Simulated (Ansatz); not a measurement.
Born–Oppenheimer molecular dynamics of CH₅B₂F₂N (11 atoms, charge 0, multiplicity 1). It starts from a relaxed structure.

Computed with RKS PBE0-D4/STO-3G in Ansatz 0.2.0.

- ensemble: NVT, Langevin thermostat
- time step: 0.5 fs
- steps asked: 250
- set temperature: 500 K
- friction: 0.001 /fs
- temperature schedule: 62 steps to 500 K, then 188 steps to 10 K
- seed: 528837

First frame:

```xyz
11
Properties=species:S:1:pos:R:3
C -1.569 -0.154 -0.920
N -0.413 0.312 -0.128
B 0.708 -0.462 0.248
F 0.740 -1.736 -0.136
B 1.933 0.277 1.159
F 1.819 1.538 1.524
H -2.516 -0.050 -0.359
H -1.415 -1.218 -1.153
H -1.667 0.404 -1.868
H -0.478 1.310 0.150
H 2.923 -0.278 1.503
```

Task: What does the run give?

Result: All steps were run.

* steps done: 250
* time covered: 125 fs
* mean temperature over the second half: 231 K
* spread of the potential energy over the second half: 5.7 meV per atom
* mean potential energy of the second half above the start: 22.3 meV per atom

The schedule's set-point averaged 173 K over the second half and the system 231 K, so it lags behind the ramp. A run of 0.12 ps of so small a system gives no equilibrium averages. Limits of this set-up: minimal basis.

Task: What happens to the structure?

Result: The same pairs are bonded in the first frame and the last. Pairs count as bonded within 1.25 times the sum of covalent radii (0.12 Å more for H–H). Another seed would give other details.

Task: How do temperature and energy run in time?

Result: 
```csv
time (fs),T (K),potential energy less start (eV)
0.0,455,0.000
10.0,382,0.137
20.0,317,0.211
30.0,319,0.212
40.0,297,0.229
50.0,243,0.295
60.0,256,0.266
70.0,244,0.249
80.0,272,0.185
90.0,314,0.132
100.0,327,0.102
110.0,295,0.141
120.0,287,0.152
```

The run took 6.3 min on 1 CPU thread of a shared host.
